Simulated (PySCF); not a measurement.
## TlGa and its ions

PBE0; basis Tl def2-SVP with ECP60, Ga def2-SVP; scalar-relativistic core potentials; PySCF 2.14. Neutral (UKS): triplet (σ ↑, π ↑), Re = 2.916 Å, ωe = 125 cm⁻¹, De = 1.31 eV, HOMO -4.08 eV, LUMO -2.61 eV.

TlGa⁺ (UKS): doublet (σ ↑), Re = 3.461 Å, ωe = 71.9 cm⁻¹. The energies at the minima are -2096.84879 hartree for TlGa and -2096.64485 for TlGa⁺.

Problem. Work out the adiabatic ionisation energy, without and with harmonic zero-point energies (1 hartree = 27.2114 eV, 1 eV = 8065.5 cm⁻¹), and the change of the bond length.

Solution. At PBE0: 0.20394 hartree = 5.549 eV between the minima; the zero-point term (71.9 − 125.0)/2 cm⁻¹ = -0.003 eV makes it 5.546 eV. Re changes by +54.5 pm against the neutral. The electron leaves a π orbital, and the ion is left as a loose complex of an ion and an atom.

These are scalar-relativistic numbers at best; spin–orbit coupling would shift them, the dissociation energy most. States were picked by a PBE0 search and need not be the measured ground states.
